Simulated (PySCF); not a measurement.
# Basis and Hamiltonian dependence of the ionisation energy of Cl⁺

Cl⁺ [Ne] 3s2 3p4 (3P) → Cl²⁺ [Ne] 3s2 3p3 (4S). All values are computed (PySCF 2.14, energy differences of UHF-based or UKS calculations, no spin-orbit coupling). Values in eV.

| basis | Hamiltonian | functions | UHF | r2SCAN | PBE0 | MP2 (valence) | CCSD(T) (valence) | CCSD(T) (valence and next inner shell) |
| --- | --- | --- | --- | --- | --- | --- | --- | --- |
| x2c-SVPall | spin-free X2C | 18 | 22.720 | n/a | n/a | 23.168 | 23.175 | n/a |
| cc-pV(D+d)Z | non-relativistic | 23 | 22.562 | n/a | 23.829 | 23.013 | 23.028 | n/a |
| pcseg-2 | non-relativistic | 34 | 22.591 | n/a | n/a | 23.311 | 23.434 | n/a |
| aug-cc-pwCVDZ | non-relativistic | 36 | 22.531 | 23.752 | 23.801 | 23.066 | 23.104 | 23.112 |
| def2-TZVP | non-relativistic | 37 | 22.582 | n/a | 23.846 | 23.335 | 23.473 | n/a |
| aug-cc-pVTZ-DK | spin-free X2C | 50 | 22.573 | 23.795 | 23.826 | 23.357 | n/a | n/a |
| dyall-av2z | non-relativistic | 50 | 22.519 | 23.737 | 23.790 | 23.077 | 23.113 | n/a |
| x2c-QZVPPall | spin-free X2C | 70 | 22.577 | 23.797 | 23.823 | 23.471 | 23.629 | 23.643 |
| aug-cc-pV(T+d)Z with one added diffuse shell each of s, p, d, f type | non-relativistic | 71 | 22.594 | 23.813 | 23.844 | 23.376 | 23.519 | n/a |
| dyall-acv3z | spin-free X2C | 113 | 22.578 | 23.794 | 23.825 | 23.385 | 23.530 | n/a |
| dyall-acv3z | non-relativistic | 113 | 22.594 | 23.808 | 23.841 | 23.398 | 23.542 | n/a |
| aug-cc-pV(Q+d)Z with one added diffuse shell each of s, p, d, f, g type | non-relativistic | 114 | 22.597 | 23.807 | 23.845 | 23.497 | n/a | n/a |
| aug-cc-pwCVQZ | non-relativistic | 134 | 22.595 | 23.805 | 23.842 | 23.507 | n/a | n/a |
| aug-cc-pCVQZ-DK | spin-free X2C | 134 | 22.579 | 23.791 | 23.826 | 23.487 | n/a | n/a |

Frozen in the all-electron rows: valence: [Ne]; valence and next inner shell: 1s2.

Reference for a calculation without spin-orbit coupling: 23.771 eV (measured, between term centres; NIST).
